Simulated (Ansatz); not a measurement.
HfSi₂Cl₂O₃H₄⁻, that is (Cl)2Hf(OSiH2)2O with one electron more. The state is a doublet with charge -1. Geometry B3LYP-D4/def2-SVP, that of the neutral singlet; atoms count from 1.

```
atom    x (Å)    y (Å)    z (Å)
 Hf1   1.0907  -1.5456  -0.3727
 Cl2   1.6206  -2.2241  -2.5838
 Cl3   1.9951  -2.9000   1.3529
  O4  -0.8238  -1.3436  -0.1552
 Si5  -1.8624  -0.0637   0.1662
  O6  -0.9158   1.2977   0.3127
 Si7   0.6918   1.7226   0.2329
  O8   1.5488   0.3163  -0.0956
  H9  -2.5687  -0.3167   1.4441
 H10  -2.7986   0.1030  -0.9702
 H11   1.1270   2.2655   1.5412
 H12   0.8953   2.6884  -0.8724
```

In the def2 sets Hf takes a core potential; there is no spin–orbit coupling. The highest occupied level of the charge -1 doublet lies above zero (up to 2.13 eV). By energy differences it is unbound by 0.51 eV (vertical, to the charge 0 singlet, at PBE0-D4/def2-SVP) and held by the finite basis.

Problem. Estimate the Mulliken populations from the PBE0/def2-SVP orbitals of Ansatz.

Solution. 
```json
{"atom": "Hf1", "charge (e)": "0.59", "spin (α − β)": "0.87", "d electrons": "2.28"}
{"atom": "Cl2", "charge (e)": "-0.37", "spin (α − β)": "-0.01", "d electrons": "–"}
{"atom": "Cl3", "charge (e)": "-0.37", "spin (α − β)": "-0.01", "d electrons": "–"}
{"atom": "O4", "charge (e)": "-0.61", "spin (α − β)": "-0.02", "d electrons": "–"}
{"atom": "Si5", "charge (e)": "0.79", "spin (α − β)": "0.09", "d electrons": "–"}
{"atom": "O6", "charge (e)": "-0.60", "spin (α − β)": "0.00", "d electrons": "–"}
{"atom": "Si7", "charge (e)": "0.79", "spin (α − β)": "0.09", "d electrons": "–"}
{"atom": "O8", "charge (e)": "-0.61", "spin (α − β)": "-0.02", "d electrons": "–"}
{"atom": "H9", "charge (e)": "-0.16", "spin (α − β)": "0.00", "d electrons": "–"}
{"atom": "H10", "charge (e)": "-0.16", "spin (α − β)": "0.00", "d electrons": "–"}
{"atom": "H11", "charge (e)": "-0.16", "spin (α − β)": "0.00", "d electrons": "–"}
{"atom": "H12", "charge (e)": "-0.16", "spin (α − β)": "0.00", "d electrons": "–"}
```
Mulliken values and Mayer orders depend strongly on the basis.

Problem. Where does the spin sit?

Solution. Summed by element: Hf 0.87, Cl -0.02, O -0.03, Si 0.19, H -0.01, of 1 unpaired in all. Largest on single atoms: Hf1 0.87, Si7 0.09, Si5 0.09.

Problem. And the Mayer bond orders between bonded heavy atoms (over 0.3)?

Solution. Hf1–Cl2 1.05 (2.37 Å); Hf1–Cl3 1.05 (2.37 Å); Hf1–O4 0.95 (1.94 Å); Hf1–O8 0.95 (1.94 Å); O4–Si5 1.11 (1.68 Å); Si5–O6 0.99 (1.66 Å); O6–Si7 0.99 (1.66 Å); Si7–O8 1.11 (1.68 Å).
